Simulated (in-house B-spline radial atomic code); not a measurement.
Results of a calculation; reference values are marked as such.
C6 from the polarisability at imaginary frequency: Hf⁴⁺

HSE06 linear response of the closed shell [Xe] 4f14, from an all-electron radial atomic-structure program (B-spline basis); scalar-relativistic (spin-free one-electron X2C), finite nucleus, no spin-orbit coupling; shells from n = 3 respond.

The dispersion coefficient of two like species is C6 = (3/π) ∫ α(iu)² du from 0 to ∞.

```json
{"u (hartree)": "0", "α(iu) (bohr³)": "3.238"}
{"u (hartree)": "0.335", "α(iu) (bohr³)": "3.098"}
{"u (hartree)": "0.783", "α(iu) (bohr³)": "2.643"}
{"u (hartree)": "1.34", "α(iu) (bohr³)": "2.033"}
{"u (hartree)": "2.24", "α(iu) (bohr³)": "1.329"}
{"u (hartree)": "3.35", "α(iu) (bohr³)": "0.8582"}
{"u (hartree)": "5.03", "α(iu) (bohr³)": "0.5201"}
{"u (hartree)": "7.83", "α(iu) (bohr³)": "0.2886"}
{"u (hartree)": "11.2", "α(iu) (bohr³)": "0.1741"}
{"u (hartree)": "16.8", "α(iu) (bohr³)": "0.09518"}
{"u (hartree)": "28", "α(iu) (bohr³)": "0.04243"}
{"u (hartree)": "55.9", "α(iu) (bohr³)": "0.01333"}
```

**Question.** Fit one oscillator, α(iu) = α(0)/(1 + u²/ω²), through u = 3.35 and estimate C6.

**Answer.** From α(0)/α(iu) − 1 = 3.238/0.8582 − 1 = 2.7730, ω = u/√2.7730 = 2.0117 hartree (54.7 eV). London's formula gives C6 = (3/4) α(0)² ω = 0.75 × 3.238² × 2.0117 = 15.82 hartree·bohr⁶, and the oscillator holds f = α(0) ω² = 13.10 electrons, of a sum of oscillator strengths of 61.6.

**Question.** How does that compare with the full integral?

**Answer.** The program's quadrature over all excitations gives C6 = 14.79, so the single oscillator is off by +7.0 %. At the last point the fit gives α = 0.00419 against 0.0133: higher excitations, and deeper shells where there are any, keep the true curve higher at large u.
